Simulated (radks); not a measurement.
Results of a calculation; reference values are marked as such.
Mo, configuration [Kr] 4d(up 2.5, down 2.5) 5s(up 0.5, down 0.5) (fractional occupations, a model configuration).

Level of theory: scalar-relativistic Kohn-Sham, PBE, spin-polarised, spherical densities, finite nucleus; Fermi nuclear charge, rms radius 4.4091 fm (a radial shooting solver on a logarithmic mesh with Libxc functionals).

Energy parts (hartree):
| part | energy |
|---|---|
| total | -4048.56233 |
| kinetic | 4174.27428 |
| electron-nucleus | -9756.97483 |
| Hartree | 1657.59492 |
| exchange-correlation | -123.45671 |

Orbitals (lengths in bohr, moments of r in powers of bohr; r(max) is where P^2 peaks):
| orbital | occ. | eigenvalue (hartree) | r(max) |
|---|---|---|---|
| 1s | 2 | -728.4462 | 0.02287 |
| 2s | 2 | -102.8820 | 0.1296 |
| 2p | 6 | -91.97524 | 0.1036 |
| 3s | 2 | -17.51182 | 0.3836 |
| 3p | 6 | -13.93702 | 0.3772 |
| 3d | 10 | -8.12086 | 0.3226 |
| 4s | 2 | -2.36464 | 0.9892 |
| 4p | 6 | -1.41433 | 1.072 |
| 5s | 1 | -0.15018 | 2.947 |
| 4d | 5 | -0.13792 | 1.383 |

The highest occupied level is 4d at -3.753 eV. The density falls to 0.001 e/bohr^3 at r = 4.71 bohr. Summed over all electrons, <r^2> = 57.62 bohr^2, which gives a Langevin (diamagnetic) susceptibility term of -45.6 x 10^-6 cm^3/mol. The electron density at the nucleus is 9.269e+04 e/bohr^3 (large components only).
